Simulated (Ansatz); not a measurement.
Species: H2GeO, charge 0, singlet. H2GeO (SMILES [GeH][OH]).
B3LYP-D3(BJ)/def2-TZVP minimum from Ansatz (a quantum-chemistry and plane-wave program):
```
O
H 1 0.9632
Ge 1 1.8008 2 115.07
H 3 1.6230 1 95.84 2 0.00
```

Hartree-Fock and CCSD correlation energies in hartree (Ansatz). Radicals and triplets start from unrestricted determinants; spin-orbit coupling is neglected. Cores are frozen in correlated methods (noble-gas shells, and filled d and f shells in the p block). No relativity.

```csv
basis,X,E(HF),"E(corr, CCSD)"
cc-pVTZ,3,-2151.45791,-0.36314
cc-pVQZ,4,-2151.46845,-0.38565
cc-pV5Z,5,-2151.47058,withheld
```

Fit E(corr) = E∞ + A/X³ to X = 3 and 4, predict X = 5, and compare with the run.

A = (-0.36314 - (-0.38565))/(1/27 - 1/64) = 1.0513; E∞ = -0.38565 - A/64 = -0.40208; at X = 5, E∞ + A/125 = -0.39367. The run gave -0.39368, 0.01 mEh below the prediction. The same form on X = 4 and 5 gives E∞ = -0.40210, 0.03 mEh below the first estimate.
